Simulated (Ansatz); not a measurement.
`O[SiH2][O][AlH2]` + `B[SiH2]BO` → `B[SiH2][B](O)[AlH2]` + `O[SiH2]O`  (formal exchange of groups at the Al–O bond)

Gas-phase electronic energies from Ansatz, PBE0-D4/def2-TZVP geometries. CCSD(T)/CBS is the MP2 limit (def2-TZVPP, def2-QZVPP) plus CCSD(T) − MP2 in def2-TZVPP, frozen cores. DFT in def2-TZVPP. B3LYP here is the variant with VWN-RPA as its local correlation; programs differ in this. One conformer a species, not always the lowest.

```csv
level,ΔE (eV),difference from CCSD(T)/CBS
PBE-D4,1.69,-0.46
r2SCAN-D4,1.95,-0.20
PBE0-D4,1.87,-0.28
B3LYP-D4,2.13,-0.02
ωB97X-V,2.18,0.03
ωB97M-V,2.14,-0.01
r2SCAN,1.95,-0.20
PBE0,1.90,-0.25
HF/def2-TZVPP,2.66,0.51
MP2/def2-TZVPP,2.28,0.13
SCS-MP2/def2-TZVPP,2.36,0.21
CCSD/def2-TZVPP,2.26,0.11
MP2/def2-QZVPP,2.28,0.13
SCS-MP2/def2-QZVPP,2.36,0.21
HF/CBS(def2),2.68,0.53
MP2/CBS(def2),2.27,0.12
CCSD(T)/CBS,2.15,0
```

Largest T1 diagnostic among the species: 0.020, so the coupled-cluster value is less sure than usual.

From PBE to PBE0 (25 % exact exchange), in def2-TZVPP and without D4, ΔE moves by +0.18 eV. The D4 term adds −0.04 eV with B3LYP and −0.02 eV with PBE0; it sums over pairs of atoms, weighted by their polarisabilities, and B3LYP, whose exchange is more repulsive, gets the larger term.
